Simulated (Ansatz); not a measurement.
`FC(F)(F)c1cc2sc(-c3cc4sc(-c5cc6sc(-c7cc8sc(-c9cc%10sc(-c%11cc%12sc(C(F)(F)F)cc%12s%11)cc%10s9)cc8s7)cc6s5)cc4s3)cc2s1`. Total charge 0; singlet. Geometry r2SCAN-D4/def2-SVP, basis def2-TZVP, Ansatz.

| run | HOMO (eV) | LUMO (eV) |
| --- | --- | --- |
| A | -4.64 | -3.26 |
| B | -5.31 | -2.79 |
| C | -4.75 | -3.27 |
| D | -5.12 | -2.86 |

B3LYP takes the VWN-RPA correlation. Single mean-field runs in def2-TZVP are fitted with def2-universal-jkfit.

Q: The runs used B3LYP, PBE, PBE0, r2SCAN. Estimate which is which.

A: A PBE (0 % exact exchange); B PBE0 (25 % exact exchange); C r2SCAN (0 % exact exchange); D B3LYP (20 % exact exchange). Exact exchange lowers occupied and raises empty levels; among semilocal functionals meta-GGAs tend to open the gap a little, and such runs are hard to tell apart. The gap grows from 1.38 eV (PBE) to 2.52 eV (PBE0).
